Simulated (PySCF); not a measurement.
## Working out the ionisation energy of Ar(2+)

Ar(2+) [Ne] 3s2 3p4 (3P) → Ar(3+) [Ne] 3s2 3p3 (4S). Computed with PySCF 2.14 in x2c-SVPall, with scalar relativity by spin-free X2C-1e. Frozen: [Ne]. Energies in hartree (1 hartree = 27.21139 eV):

```tsv
part	Ar(2+) (lower)	Ar(3+) (upper)
UHF	-526.896448	-525.447392
CCSD correlation	-0.108997	-0.090387
(T)	-0.000911	-0.000687
```

**Question.** What does Hartree-Fock give?

**Answer.** (-525.447392) − (-526.896448) = 1.449056 hartree = 39.431 eV.

**Question.** What do CCSD and CCSD(T) give?

**Answer.** The CCSD correlation energies differ by 0.018610 hartree = 0.506 eV and the triples by 0.000224 hartree = 0.006 eV, so CCSD gives 39.937 eV and CCSD(T) 39.943 eV.

Reference: 40.735 ± 0.012 eV (semi-empirical (NIST evaluation); NIST Atomic Spectra Database, ionization energies), between the lowest levels; spin-orbit coupling is absent from the calculation.

A double-zeta basis recovers only part of the correlation energy.

What remains against the reference includes basis incompleteness, the frozen core and higher excitations.
